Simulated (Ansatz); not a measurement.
Consider the atomization: `N#C[Si](C#N)(C#N)C#N` → 4 C• + 4 N• + Si•.

Calculated with Ansatz (gas phase, PBE0-D4/def2-TZVP geometries, no zero-point term in ΔE). CCSD(T)/CBS adds triple-zeta CCSD(T) − MP2 to the extrapolated MP2 energy (def2 sets, frozen cores). This one scheme is used for every species, atoms too. DFT in def2-TZVPP. No spin–orbit coupling; open shells (•) take unrestricted orbitals. Spin–orbit coupling would lower the free atoms: a little for C, Si.

```
             level  ΔE (kJ/mol)  difference from CCSD(T)/CBS
           BLYP-D4       4900.0                        163.5
            B97M-V       4748.2                         11.7
           PBE0-D4       4779.4                         42.9
      CAM-B3LYP-D4       4760.7                         24.2
           ωB97X-V       4766.6                         30.1
          PBE-QIDH       4700.8                        -35.7
           r2SCAN0       4507.9                       -228.6
     HF/def2-QZVPP       2937.0                      -1799.5
SCS-MP2/def2-QZVPP       4903.5                        167.0
    CCSD/CBS(def2)       4574.8                       -161.7
       CCSD(T)/CBS       4736.5                            0
```

Largest T1 diagnostic among the species: 0.015.

From PBE to PBE0 (25 % exact exchange), in def2-TZVPP and without D4, ΔE moves by −255.6 kJ/mol: exact exchange takes away binding that semilocal exchange gives to molecules. Leaving LDA and LC-ωPBE aside and taking each functional with its dispersion term where it has one, the values, not all of them listed here, spread over 590.9 kJ/mol, from BHLYP-D4 to PBE-D4. LDA lies +579.4 kJ/mol from PBE without D4, its usual overbinding. In def2-TZVPP, CCSD(T) changes the Hartree–Fock value by +1637.7 kJ/mol (the triples alone add +161.8 kJ/mol) and MP2 by +1912.5 kJ/mol; breaking electron pairs costs correlation energy, which Hartree–Fock lacks.

For atomizations the MP2-based limit and the directly extrapolated one differ by several kJ/mol either way, and by 10 to 25 for some Ge, Se and Sn compounds, so smaller differences from it don't rank the levels.
